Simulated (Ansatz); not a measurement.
Relaxation of CH$_{4}$Al$_{2}$ClN (9 atoms, charge 0, multiplicity 1), to a largest force component of 0.015 eV/Å in at most 40 steps.

The calculation used RKS PBE0/6-31G* in Ansatz 0.2.0.

```xyz
9
Properties=species:S:1:pos:R:3
N -1.487 -0.842 0.701
C -0.482 -0.215 0.255
Al 0.239 1.301 1.250
Al 0.490 -0.786 -1.412
Cl 2.237 0.234 -2.136
H -1.954 -1.577 0.184
H -0.406 1.792 2.614
H 1.625 2.052 0.726
H -0.174 -2.005 -2.199
```

Task: Where does it end, and by what steps?

Result: The forces met the threshold. After 13 steps the energy has fallen by 0.289 eV; Cl5 moved furthest, 0.44 Å.

```
step  energy less start (eV)  largest force component (eV/Å)  accepted
   0                  0.0000                           1.694       yes
   1                 -0.0933                           1.576       yes
   2                 -0.1238                           2.351       yes
   3                 -0.2266                           0.662       yes
   4                 -0.2645                           0.270       yes
   5                 -0.2809                           0.087       yes
   6                 -0.2834                           0.059       yes
   7                 -0.2866                           0.056       yes
   8                 -0.2878                           0.055       yes
   9                 -0.2885                           0.041       yes
  10                 -0.2880                           0.064        no
  11                 -0.2887                           0.044       yes
  12                 -0.2887                           0.078        no
  13                 -0.2889                           0.008       yes
```

```xyz
9
Properties=species:S:1:pos:R:3
N -1.370 -0.719 0.656
C -0.311 -0.118 0.206
Al 0.247 1.378 1.396
Al 0.441 -0.844 -1.483
Cl 2.151 -0.071 -2.445
H -1.678 -1.505 0.054
H -0.635 1.715 2.676
H 1.567 2.203 1.045
H -0.323 -2.085 -2.121
```

Run time: 28 s on 2 threads of Intel(R) Xeon(R) 6975P-C (Granite Rapids), on a shared host, peak memory 0.23 GiB.
